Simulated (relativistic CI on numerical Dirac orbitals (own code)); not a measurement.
Spin-allowed bands of a d3 ion in an octahedral site, by hand

Problem. A d3 ion in an octahedral site has a 4A2 ground term and spin-allowed bands at ν1 = 8400 and ν2 = 13980 cm⁻¹ (from a computed ligand-field model). Find Δ and the Racah parameter B, and predict the third band.

Working.
1. The F term splits into A2 (−1.2Δ), T2 (−0.2Δ) and T1 (+0.6Δ), so ν1 = E(T2) − E(A2) = Δ = 8400 cm⁻¹.
2. T1(F) mixes with T1(P), which lies at 15B, through an element 0.4Δ. The two roots, counted from A2, are ν2,3 = ½(15B + 3Δ) ∓ ½√[(15B − Δ)² + 12BΔ].
3. Solving the lower root for B gives B = (2ν1² + ν2² − 3ν1ν2)/(15ν2 − 27ν1) = -15735600/-17100 = 920 cm⁻¹.
4. The sum of the roots is 15B + 3Δ, so ν3 = 15B + 3ν1 − ν2 = 25023 cm⁻¹ (400 nm).

Check. The bands were computed by exact diagonalisation of the d3 shell with B = 920 and Δ = 8400 cm⁻¹, which gives ν3 = 25020 cm⁻¹. C does not enter the terms of highest spin.
